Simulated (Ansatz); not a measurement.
Geometry optimisation, Ansatz, RKS B3LYP/def2-SVP.

The input (input.yaml):

```yaml
crystal:
  periodic: [false, false, false]
  atoms:
    - { symbol: Li, position_ang: [-0.3664, 0.56324, 2.24602] }
    - { symbol: Al, position_ang: [-0.01595, -0.16912, -0.06559] }
    - { symbol: F, position_ang: [-0.13888, -1.6983, -0.75885] }
    - { symbol: Cl, position_ang: [0.52123, 1.30417, -1.42158] }
basis:
  gaussian: { orbitals: def2-SVP }
hamiltonian:
  xc: b3lyp
relax:
  f_tol: 0.02
  max_steps: 40
scf:
  lower_state_search: "off"
```

Run as:

```bash
$ ansatz run input.yaml --threads 1 --pin off --max-ram 2048MiB --backend cpu --events-out ev --progress --plain --runs-dir out
```

Q: Where does it end, and by what steps?

A: It converged. After 5 steps the energy has fallen by 0.125 eV; Cl4 moved furthest, 0.22 Å.

| step | energy less start (eV) | largest force component (eV/Å) | accepted |
| --- | --- | --- | --- |
| 0 | 0.0000 | 1.075 | yes |
| 1 | -0.1072 | 0.365 | yes |
| 2 | -0.1227 | 0.091 | yes |
| 3 | -0.1204 | 0.371 | no |
| 4 | -0.1244 | 0.021 | yes |
| 5 | -0.1247 | 0.018 | yes |

```xyz
4
Properties=species:S:1:pos:R:3
Li -0.421 0.460 2.424
Al -0.002 -0.093 -0.069
F -0.139 -1.648 -0.715
Cl 0.562 1.281 -1.639
```

Whether the end is a true minimum wasn't checked by a vibrational analysis.

Run time: 5 s on 1 thread of Intel(R) Xeon(R) 6975P-C (Granite Rapids), with other jobs on the host, peak memory 0.13 GiB.
